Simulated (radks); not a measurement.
The cerium ion Ce+ inside a hard spherical wall (all orbitals vanish at R), configuration held at [Xe] 4f1 5d2 and not refilled when levels cross. Calculated with a radial shooting solver on a logarithmic mesh with Libxc functionals: scalar-relativistic Kohn-Sham, PBE, spin-polarised, spherical densities, finite nucleus; open shells are filled with parallel spins first (spin-orbit coupling, left out, can overturn this in heavy ions); Fermi nuclear charge, rms radius 4.8771 fm. Eigenvalues in eV for spin up, with the zero of energy where the potential of the charges vanishes at infinity; a dash marks a level that is unbound or too diffuse for the functional's potential to be trusted. A positive occupied level is held by the wall or, in an anion where self-interaction has pushed it up, behind a barrier. The pressure on the wall is -dE/dV.

| R (bohr) | E (hartree) | kinetic (hartree) | e(5s) | e(5p) | e(4f) | e(6s, empty) | e(5d) | e(6p, empty) | pressure (GPa) |
|---|---|---|---|---|---|---|---|---|---|
| free | -8859.8409 | 9389.698 | -44.817 | -27.653 | -9.541 | -7.954 | -7.699 | -5.038 | 0 |
| 15 | -8859.8409 | 9389.698 | -44.817 | -27.653 | -9.541 | -7.954 | -7.699 | -5.037 | < 0.0001 |
| 10 | -8859.8407 | 9389.700 | -44.796 | -27.634 | -9.521 | -7.925 | -7.681 | -4.897 | 0.00607 |
| 8 | -8859.8385 | 9389.717 | -44.669 | -27.515 | -9.389 | -7.700 | -7.563 | -4.299 | 0.103 |
| 7 | -8859.8332 | 9389.749 | -44.460 | -27.320 | -9.171 | -7.259 | -7.349 | -3.398 | 0.424 |
| 6 | -8859.8164 | 9389.838 | -44.010 | -26.905 | -8.689 | -6.096 | -6.827 | -1.368 | 1.86 |
| 5 | -8859.7587 | 9390.123 | -43.038 | -26.004 | -7.596 | -2.915 | -5.496 | 3.512 | 9.83 |
| 4 | -8859.5072 | 9391.405 | -40.548 | -23.543 | -4.586 | 6.823 | -1.556 | 16.707 | 75.9 |
| 3.5 | -8859.0796 | 9393.550 | -37.649 | -20.424 | -0.980 | 18.759 | 3.295 | 31.563 | 254 |
| 2 | -8843.2053 | 9454.260 | 17.941 | 45.188 | 50.164 | 217.19 | 90.897 | 249.42 | 23600 |
| 1.5 | -8797.3176 | 9603.085 | 148.00 | 191.57 | 126.64 | 563.46 | 258.20 | 608.29 | 190000 |
